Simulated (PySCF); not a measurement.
# Relaxation of singlet PbO(OH)2

Computed with PySCF, PBE0, basis Pb def2-SVP with ECP60, O def2-SVP, H def2-SVP (scalar-relativistic core potentials, no spin–orbit coupling, density fitting). A (50,194) grid was used.

A hand-made trigonal planar (heavy-atom frame) start, of Cs symmetry, held to at least that symmetry:

```xyz
6
charge 0 multiplicity 1, angstrom
Pb    0.0198   -0.0029    0.0000
O     1.9398   -0.0029    0.0000
O    -1.0152    1.7898    0.0000
O    -1.0152   -1.7956    0.0000
H    -0.6869    2.6919    0.0000
H    -1.9606   -1.9623    0.0000
```

Optimiser trace:
| step | E − E(last) (kJ/mol) | largest gradient (Eh/bohr) |
| --- | --- | --- |
| 0 | 58.10 | 0.03025 |
| 1 | 34.12 | 0.01610 |
| 2 | 15.05 | 0.02309 |
| 3 | 8.69 | 0.01507 |
| 4 | 5.33 | 0.00764 |
| 5 | 3.35 | 0.01462 |
| 6 | 1.05 | 0.00643 |
| 7 | 0.32 | 0.00516 |
| 8 | 0.17 | 0.00223 |
| 9 | 0.11 | 0.00266 |
| 10 | 0.06 | 0.00123 |
| 11 | 0.04 | 0.00082 |
| 12 | 0.01 | 0.00091 |
| 13 | 0.01 | 0.00054 |
| 14 | 0.00 | 0.00017 |

It ends at Cs with O–H 0.967 Å, O–H 0.970 Å, Pb–O 1.932 Å, Pb–O 2.064 Å, Pb–O 2.090 Å; H–O–Pb 105.0°, H–O–Pb 110.2°, O–Pb–O 91.2°, O–Pb–O 130.2°, O–Pb–O 138.6° (after a last refinement on a finer grid). A frequency run shows a minimum. Other isomers or separated fragments may lie lower.

Spin–orbit coupling, left out here, can matter for elements this heavy.
